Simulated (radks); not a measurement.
The nitrogen ion N+, configuration [He] 2s2 2p1 6p1 (not the ground configuration). Calculated with a radial shooting solver on a logarithmic mesh with Libxc functionals: scalar-relativistic Kohn-Sham, r2SCAN, spin-polarised, spherical densities, finite nucleus; open shells are filled with parallel spins first; meta-GGA in the generalised Kohn-Sham scheme; Fermi nuclear charge, rms radius 2.5582 fm.

Normalised radial functions P(r) = r R(r), r in bohr:

r,1s down,2s down
0.0171,0.5358,0.1346
0.02281,0.6864,0.1722
0.03042,0.8679,0.2173
0.04058,1.0783,0.2690
0.05455,1.3154,0.3257
0.07276,1.5468,0.3777
0.09705,1.7459,0.4149
0.1294,1.8674,0.4199
0.1726,1.8611,0.3701
0.2321,1.6834,0.2381
0.3096,1.3486,0.0193
0.4129,0.9192,-0.2752
0.5507,0.5070,-0.6017
0.7404,0.2082,-0.8674
0.9875,0.0629,-0.9574
1.317,0.0118,-0.8347
1.757,0.0012,-0.5601
2.343,0.0001,-0.2737
3.15,0.0000,-0.0862
4.201,0.0000,-0.0165
5.604,0.0000,-0.0017
7.474,0.0000,-0.0001
10.05,0.0000,0.0000
13.4,0.0000,0.0000
17.88,0.0000,0.0000
23.84,0.0000,0.0000
31.8,0.0000,0.0000
42.75,0.0000,0.0000
57.02,0.0000,0.0000

1s down: eigenvalue -426.27 eV, 0 radial nodes, <r> = 0.228 bohr, 90 % of the charge inside 0.409 bohr. 2s down: eigenvalue -46.459 eV, 1 radial node at r = 0.316 bohr, <r> = 1.19 bohr, 90 % of the charge inside 1.85 bohr.

Empty levels of this run are not shown, since the potential may be unsettled where no density lies.
